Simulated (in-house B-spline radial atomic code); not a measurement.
Whole-atom quantities along the 37-electron series, configuration [Kr] 4d1. Computed with an all-electron radial atomic-structure program (B-spline basis): non-relativistic Hartree-Fock, average of the configuration, point nuclei.

This level leaves out relativity, spin-orbit splitting included, which matters for heavy ions.

```tsv
ion	Z	E/Z² (Eh)	Σ<r²> (bohr²)	n(0)/Z³ (bohr⁻³)	Lamb diamagnetic shielding (ppm)	repulsion over attraction
Zr3+	40	-2.211	24.522	0.69529	3723.55	0.15681
Nb4+	41	-2.2312	21.224	0.6963	3841.33	0.15457
Mo5+	42	?	?	?	?	?
Tc6+	43	-2.2697	16.688	0.69821	4076.31	0.15002
Ru7+	44	?	?	?	?	?
Rh8+	45	-2.3058	13.638	0.7	4310.78	0.1455
Pd9+	46	-2.3229	12.452	0.70086	4427.88	0.14328
Ag10+	47	-2.3396	11.429	0.70168	4544.91	0.14109
Cd11+	48	-2.3557	10.538	0.70249	4661.89	0.13895
```

**Question.** Fill in the row of Mo5+.

**Answer.** E/Z² (Eh): -2.2508; Σ<r²> (bohr²): 18.704; n(0)/Z³ (bohr⁻³): 0.69727; Lamb diamagnetic shielding (ppm): 3958.9; repulsion over attraction: 0.1523.

**Question.** Fill in the row of Ru7+.

**Answer.** E/Z² (Eh): -2.288; Σ<r²> (bohr²): 15.03; n(0)/Z³ (bohr⁻³): 0.69912; Lamb diamagnetic shielding (ppm): 4193.6; repulsion over attraction: 0.14775.

**Question.** With what power of Z does the column «Σ<r²> (bohr²)» change over this range?

**Answer.** A fit of the logarithm of its size against log Z from Z = 40 to 48 has slope -4.58. Unscreened non-relativistic hydrogenic orbitals would give -2.
